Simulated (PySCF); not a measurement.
C6H12SSi2.
SMILES with atom numbers: `[SiH3:1][CH2:2][CH2:3][SiH2:4][c:5]1[cH:6][cH:7][cH:8][s:9]1` (hydrogens: H10, H11, H12 on Si1; H13, H14 on C2; H15, H16 on C3; H17, H18 on Si4; H19 on C6; H20 on C7; H21 on C8)

Geometry (PBE0-D3(BJ)/def2-SVP, Å), atoms numbered from 1 in this order:
```xyz
21
C6H12SSi2 angstrom
Si    -3.8724    0.6542   -0.6134
C     -2.4434   -0.5249   -0.2494
C     -1.0670    0.1461   -0.3144
Si     0.3701   -1.0247    0.0381
C      2.0112   -0.1421   -0.0851
C      2.8475    0.2393    0.9453
C      3.9952    0.9575    0.5125
C      4.0225    1.1211   -0.8489
S      2.6603    0.3963   -1.5932
H     -5.1886   -0.0541   -0.5423
H     -3.8796    1.7764    0.3770
H     -3.7176    1.2401   -1.9820
H     -2.6151   -0.9717    0.7458
H     -2.5045   -1.3630   -0.9663
H     -0.8946    0.6005   -1.3064
H     -0.9980    0.9793    0.4074
H      0.2644   -1.5694    1.4273
H      0.3187   -2.1620   -0.9340
H      2.6396    0.0040    1.9911
H      4.7707    1.3370    1.1794
H      4.7790    1.6239   -1.4508
```

Computed with PySCF at PBE0/pcSseg-1, non-relativistic, on one gas-phase PBE0-D3(BJ)/def2-SVP geometry that isn't relaxed in the solvent. The solvent is an IEF-PCM continuum (Bondi radii, 1.10 Å for H, scaled by 1.2). The model holds no explicit solvent molecules, cavitation or dispersion.

Gas phase at PBE0/pcSseg-1: HOMO -6.96 eV, LUMO -0.83 eV, dipole 0.97 D.

Task: What does the continuum do to the energy, the frontier levels and the dipole at PBE0/pcSseg-1 in chloroform and dimethylsulfoxide?

Result: 
```csv
solvent,ε,E(solvent) − E(gas) (kcal/mol),polarisation term (kcal/mol),distortion of the solute (kcal/mol),HOMO (eV),LUMO (eV),dipole (D)
chloroform,4.711,-2.19,-2.35,0.16,-6.92,-0.80,1.13
dimethylsulfoxide,46.83,-3.14,-3.48,0.34,-6.93,-0.82,1.20
```

The first energy column is the sum of the next two and covers electrostatics alone. From chloroform to dimethylsulfoxide the lowering changes by a factor 1.43, Onsager's factor (ε − 1)/(2ε + 1) by 1.36 and ε itself by 9.9.

Task: Give the dipole vector in the frame of the coordinates (D, pointing from negative to positive charge), gas and dimethylsulfoxide.

Result: Gas (0.75, 0.32, 0.52), solvent (0.88, 0.40, 0.71). Its length changes by +24 % and its direction by 4°.

Task: Which Mulliken charges (PBE0/pcSseg-1) respond most in chloroform (means over atoms taken as equivalent)?

Result: 
| atoms | environment | gas (e) | solvent (e) | change |
| --- | --- | --- | --- | --- |
| H21 | aromatic hydrogen | +0.141 | +0.156 | +0.015 |
| S9 | thiophene-type sulfur | +0.272 | +0.259 | -0.013 |
| C7 | aromatic CH carbon | -0.064 | -0.076 | -0.012 |
| H20 | aromatic hydrogen | +0.105 | +0.117 | +0.012 |
| H19 | aromatic hydrogen | +0.097 | +0.109 | +0.012 |
| Si1 | SiH3 silicon | +0.492 | +0.502 | +0.010 |
| Si4 | SiH2 silicon | +0.764 | +0.774 | +0.010 |
| C6 | aromatic CH carbon | -0.059 | -0.068 | -0.009 |
| C5 | substituted aromatic carbon | -0.573 | -0.580 | -0.007 |
| H10/H11/H12 | Si–H hydrogen | -0.087 | -0.094 | -0.007 |
| H13/H14 | methylene hydrogen | +0.155 | +0.162 | +0.007 |
| H17/H18 | Si–H hydrogen | -0.085 | -0.091 | -0.006 |

Task: How do the nuclear quadrupole coupling constants eQVzz/h respond in chloroform?

Result: 
```tsv
nucleus	Q (barn)	gas (MHz)	solvent (MHz)	η gas	η solvent
33S at S9	-0.06781	-29.14	-28.95	0.46	0.45
```

Time: 95 s wall; peak memory 1.4 GiB. Hardware: one thread of an Arm Neoverse N1, shared host with 64 logical CPUs at a one-minute load of 62. This is the whole shielding run at PBE0/pcSseg-1 in dimethylsulfoxide, SCF included.
